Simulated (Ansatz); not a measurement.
Molecule: C$_{3}$H$_{8}$BrSi, net charge 0, doublet state. It need not be the lowest isomer of its formula. 
Structure (B3LYP-D3(BJ)/def2-TZVP (Ansatz, an electronic-structure program) minimum search):
```xyz
13

C     -0.4684     2.0249    -0.8848
Si    -0.0325     0.2439    -0.8286
C      1.6681    -0.0719    -1.5254
C     -1.3461    -0.8128    -1.6254
Br     0.0384    -0.3411     1.3687
H      0.2770     2.8100    -0.8218
H     -1.4950     2.3744    -0.8806
H      1.6924     0.1711    -2.5907
H      2.4163     0.5383    -1.0174
H      1.9471    -1.1197    -1.4049
H     -2.3219    -0.6264    -1.1746
H     -1.1150    -1.8725    -1.5065
H     -1.4135    -0.5924    -2.6938
```
Charge 0, spin multiplicity 2.

Total electronic energies in hartree. Cores are frozen in the correlated levels unless marked. Open shells are spin-unrestricted. No spin-orbit coupling. Frozen are the shells of the preceding noble gas and the d and f shells that filled before the atom's block. Non-relativistic. Basis-set limits of correlation are two-point, X^-3; Hartree-Fock from the larger set.

| level | program | energy (Eh) |
|---|---|---|
| HF/def2-QZVPP | Ansatz | -2979.78037 |
| wB97X-V/def2-TZVPD | Ansatz | -2982.54882 |
| B2GP-PLYP-D3(BJ)/def2-TZVPD | Ansatz + dftd3 | (withheld) |
| MP2/STO-3G | Ansatz | -2947.38027 |
| SCS-MP2/6-31G | Ansatz | -2979.52474 |
| SCS-MP2/def2-SVP | Ansatz | -2979.78100 |
| CCSD/6-31G | Ansatz | -2979.57308 |
| CCSD(T)/def2-SVP | Ansatz | -2979.86755 |
| CCSD(T)/CBS(def2-TZVPP,def2-QZVPP) | Ansatz | -2980.7533 |

**Question.** Complete the blanks.

**Answer.** 
- B2GP-PLYP-D3(BJ)/def2-TZVPD, energy (Eh): -2981.99969
